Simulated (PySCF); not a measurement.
# InGa⁺: energy against distance

Set-up: In def2-SVPD with ECP28, Ga def2-SVPD; scalar-relativistic core potentials (PySCF 2.14). Energies in eV from In⁺ + Ga in their ground configurations at the same level. State: ²Σ⁺ (doublet), unpaired electrons σ ↑.

All columns are M06-L. A positive dipole points towards Ga; it is taken about the centre of mass and depends on that origin.

```csv
R (Å),E (eV),μ (D),Mulliken charge on In (basis-dependent),HOMO (eV),LUMO (eV),Mayer bond order,⟨S²⟩
2.940,-1.142,1.25,0.59,-8.55,-7.92,0.76,0.75
3.077,-1.259,1.29,0.62,-8.49,-7.73,0.70,0.75
3.214,-1.328,1.33,0.63,-8.42,-7.58,0.66,0.75
3.316,-1.357,1.36,0.63,-8.36,-7.52,0.62,0.75
3.419,-1.372,1.38,0.63,-8.31,-7.46,0.60,0.75
3.522,-1.375,1.41,0.63,-8.24,-7.40,0.57,0.75
3.658,-1.367,1.44,0.63,-8.16,-7.33,0.55,0.75
3.829,-1.342,1.48,0.62,-8.05,-7.23,0.52,0.75
4.034,-1.300,1.53,0.60,-7.92,-7.10,0.50,0.75
4.308,-1.233,1.60,0.58,-7.74,-6.97,0.49,0.75
```

A fit through these points gives, at Re = 3.506 Å, μ = 1.40 D and dμ/dR = 0.218 D/Å; the reduced mass is 43.08 u.

Question: How strong is the fundamental in the double-harmonic approximation, I = 42.26·(dμ/dR)²/μred km/mol?

Answer: I = 42.26·(0.218)²/43.08 = 0.0466 km/mol at M06-L.

Spin–orbit coupling is left out, which matters for elements this heavy, above all for dissociation energies. For an ion De counts to the pair picked by the measured ionisation energies or electron affinities, which need not be the lowest pair at this level. The state is the lowest determinant that a PBE0 search found; another state may lie lower at other levels.
